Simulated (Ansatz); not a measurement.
Method: CAM-B3LYP-D3(BJ)/def2-TZVP (Ansatz, an electronic-structure program). No frequencies were computed at this level.

Ansatz 0.2 input:
```yaml
crystal:
  periodic: [false, false, false]
  atoms:
    - { symbol: B, position_ang: [2.619899, -0.342069, -0.036679] }
    - { symbol: C, position_ang: [1.25619, -0.35053, -0.073793] }
    - { symbol: B, position_ang: [-0.100774, -0.16739, -0.035903] }
    - { symbol: C, position_ang: [-1.595197, 0.190964, 0.063329] }
    - { symbol: H, position_ang: [3.760424, -0.219428, -0.056336] }
    - { symbol: H, position_ang: [-1.908131, 0.824496, -0.766753] }
    - { symbol: H, position_ang: [-1.786889, 0.746604, 0.981968] }
    - { symbol: H, position_ang: [-2.245523, -0.682647, 0.070294] }
basis:
  gaussian: { orbitals: def2-tzvp }
hamiltonian:
  xc: cam_b3lyp
  dispersion: d3bj
relax:
  max_steps: 150
```

Output:

```
Functional definition: CAM-B3LYP
874 factors; their error is unknown
318 factors; integrals over basis functions are off by at most 9.5e-6 eV
mean field evaluation 1: about -3479.4463 eV, gradient 6.4e1 eV
mean field evaluation 2: about -3477.8790 eV, gradient 6.3e1 eV
mean field evaluation 4: about -3488.5874 eV, gradient 4.5e0 eV
mean field evaluation 8: about -3488.6451 eV, gradient 3.3e-2 eV
mean field evaluation 16: about -3488.6376 eV, gradient 4.7e-5 eV
mean field -3488.63764337 eV, -128.2050687102 hartree, gradient 4.7e-5 eV, S^2 0.000000; 0 other end points of the search recorded, 0 dependent functions left out
reference -3488.63776843 eV, -128.2050733062 hartree; 13, 13 occupied and 135, 135 virtual orbitals, 874 factors
relax step   1: F+E_penalty+E_count = -3488.74045745 eV  Δ(F+E_penalty+E_count) = +0.000e0 eV  max|allowed force component| = 1.897e0 eV/Å  Δτ_max = 0.0000 Å  (28 SCF iters, accepted)
these checks for a lower state are left out or cut short: starts, cluster_reference, orbital_swaps, neighbouring_geometries, increment
874 factors; their error is unknown
318 factors; integrals over basis functions are off by at most 9.5e-6 eV
mean field -3488.68537402 eV, -128.2068227793 hartree, gradient 9.6e-6 eV, S^2 0.000000; 0 other end points of the search recorded, 0 dependent functions left out
reference -3488.68549888 eV, -128.2068273681 hartree; 13, 13 occupied and 135, 135 virtual orbitals, 874 factors
relax step   2: F+E_penalty+E_count = -3488.78867260 eV  Δ(F+E_penalty+E_count) = -4.822e-2 eV  max|allowed force component| = 3.504e-1 eV/Å  Δτ_max = 0.0447 Å  (35 SCF iters, accepted)
these checks for a lower state are left out or cut short: starts, cluster_reference, orbital_swaps, neighbouring_geometries, increment
874 factors; their error is unknown
318 factors; integrals over basis functions are off by at most 9.6e-6 eV
mean field -3488.69781502 eV, -128.2072799777 hartree, gradient 2.6e-5 eV, S^2 0.000000; 0 other end points of the search recorded, 0 dependent functions left out
reference -3488.69793975 eV, -128.2072845614 hartree; 13, 13 occupied and 135, 135 virtual orbitals, 874 factors
relax step   3: F+E_penalty+E_count = -3488.80125258 eV  Δ(F+E_penalty+E_count) = -1.258e-2 eV  max|allowed force component| = 2.400e-1 eV/Å  Δτ_max = 0.0581 Å  (34 SCF iters, accepted)
these checks for a lower state are left out or cut short: starts, cluster_reference, orbital_swaps, neighbouring_geometries, increment
874 factors; their error is unknown
318 factors; integrals over basis functions are off by at most 1.0e-5 eV
mean field evaluation 32: about -3488.7106 eV, gradient 1.1e-1 eV
mean field -3488.70427492 eV, -128.2075173747 hartree, gradient 1.6e-5 eV, S^2 0.000000; 0 other end points of the search recorded, 0 dependent functions left out
reference -3488.70439918 eV, -128.2075219409 hartree; 13, 13 occupied and 135, 135 virtual orbitals, 874 factors
relax step   4: F+E_penalty+E_count = -3488.80757331 eV  Δ(F+E_penalty+E_count) = -6.321e-3 eV  max|allowed force component| = 5.241e-2 eV/Å  Δτ_max = 0.0934 Å  (34 SCF iters, accepted)
these checks for a lower state are left out or cut short: starts, cluster_reference, orbital_swaps, neighbouring_geometries, increment
874 factors; their error is unknown
318 factors; integrals over basis functions are off by at most 1.0e-5 eV
mean field -3488.70489370 eV, -128.2075401143 hartree, gradient 1.1e-5 eV, S^2 0.000000; 0 other end points of the search recorded, 0 dependent functions left out
reference -3488.70501761 eV, -128.2075446679 hartree; 13, 13 occupied and 135, 135 virtual orbitals, 874 factors
relax step   5: F+E_penalty+E_count = -3488.80813212 eV  Δ(F+E_penalty+E_count) = -5.588e-4 eV  max|allowed force component| = 9.440e-2 eV/Å  Δτ_max = 0.0583 Å  (34 SCF iters, accepted)
these checks for a lower state are left out or cut short: starts, cluster_reference, orbital_swaps, neighbouring_geometries, increment
874 factors; their error is unknown
318 factors; integrals over basis functions are off by at most 1.0e-5 eV
mean field -3488.70480619 eV, -128.2075368983 hartree, gradient 9.3e-6 eV, S^2 0.000000; 0 other end points of the search recorded, 0 dependent functions left out
reference -3488.70493011 eV, -128.2075414524 hartree; 13, 13 occupied and 135, 135 virtual orbitals, 874 factors
relax step   6: F+E_penalty+E_count = -3488.80809794 eV  Δ(F+E_penalty+E_count) = +3.418e-5 eV  max|allowed force component| = 1.097e-1 eV/Å  Δτ_max = 0.0098 Å  (35 SCF iters, rejected (line search))
these checks for a lower state are left out or cut short: starts, cluster_reference, orbital_swaps, neighbouring_geometries, increment
874 factors; their error is unknown
318 factors; integrals over basis functions are off by at most 1.0e-5 eV
mean field -3488.70502510 eV, -128.2075449432 hartree, gradient 9.1e-6 eV, S^2 0.000000; 0 other end points of the search recorded, 0 dependent functions left out
reference -3488.70514901 eV, -128.2075494969 hartree; 13, 13 occupied and 135, 135 virtual orbitals, 874 factors
relax step   7: F+E_penalty+E_count = -3488.80830359 eV  Δ(F+E_penalty+E_count) = -1.715e-4 eV  max|allowed force component| = 5.215e-3 eV/Å  Δτ_max = 0.0047 Å  (36 SCF iters, accepted)
874 factors; their error is unknown
318 factors; integrals over basis functions are off by at most 1.0e-5 eV
mean field evaluation 64: about -3488.6542 eV, gradient 4.5e0 eV
mean field -3488.70502510 eV, -128.2075449432 hartree, gradient 5.4e-5 eV, S^2 0.000000; 1 other end points of the search recorded, 0 dependent functions left out
reference -3488.70514901 eV, -128.2075494969 hartree; 13, 13 occupied and 135, 135 virtual orbitals, 874 factors
Total energy: -3488.80842750 eV, -128.2113449115 hartree
Atom 0 at     2.594536    -0.311347    -0.061715 Å, force     0.001055    -0.002964    -0.000472 eV/Å
Atom 1 at     1.263040    -0.145389    -0.016149 Å, force    -0.004062     0.002332    -0.001280 eV/Å
Atom 2 at    -0.082225     0.014980     0.023600 Å, force     0.005215    -0.001825     0.000945 eV/Å
Atom 3 at    -1.592061     0.191363     0.067403 Å, force     0.001318    -0.000443    -0.000743 eV/Å
Atom 4 at     3.753873    -0.457341    -0.101906 Å, force     0.001820     0.002378     0.001051 eV/Å
Atom 5 at    -1.942021     0.772332    -0.787748 Å, force    -0.000838    -0.000391     0.000034 eV/Å
Atom 6 at    -1.898802     0.711875     0.976443 Å, force     0.000462    -0.002938    -0.001305 eV/Å
Atom 7 at    -2.096339    -0.776474     0.046199 Å, force    -0.004970     0.003852     0.001770 eV/Å
Dipole moment:    -0.313102     0.035240     0.007734 e Å
```

Cost: about 50 core-seconds (a rough figure).
